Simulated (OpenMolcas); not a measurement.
**C2H4NOSi (SMILES C[SiH]N=C=O): methods side by side**

The species is C2H4NOSi (9 atoms), meant as a doublet with charge 0. As SMILES, `C[SiH]N=C=O`. Geometry: relaxed at PBE0-D4/def2-TZVP. This is one conformer, not always the lowest.

| atom | x (Å) | y (Å) | z (Å) |
| --- | --- | --- | --- |
| C | -0.2308 | 0.9365 | 1.2333 |
| Si | -0.0191 | 0.7173 | -0.6069 |
| N | 0.1470 | -0.9512 | -0.9666 |
| C | -0.0277 | -2.0223 | -1.4657 |
| O | -0.1741 | -3.0811 | -1.9309 |
| H | 0.6250 | 0.5106 | 1.7654 |
| H | -1.1381 | 0.4426 | 1.5856 |
| H | -0.2982 | 1.9986 | 1.4794 |
| H | 1.2045 | 1.4027 | -1.1105 |

Quantity: the vertical ionisation energy (to the singlet cation), in eV. The values are calculated.

```tsv
level	kind	program	value (eV)
UHF/def2-SVP	Hartree–Fock	OpenMolcas	7.91
USVWN5/def2-SVP	LDA	OpenMolcas	7.84
UBLYP/def2-SVP	GGA	OpenMolcas	7.61
UPBE/def2-SVP	GGA	OpenMolcas	7.81
U-r2SCAN/def2-SVP	meta-GGA	OpenMolcas	8.07
UTPSS/def2-SVP	meta-GGA	OpenMolcas	7.91
UB3LYP/def2-SVP	global hybrid	OpenMolcas	7.98
UPBE0/def2-SVP	global hybrid	OpenMolcas	8.07
```

The values span 7.61 to 8.07 eV.
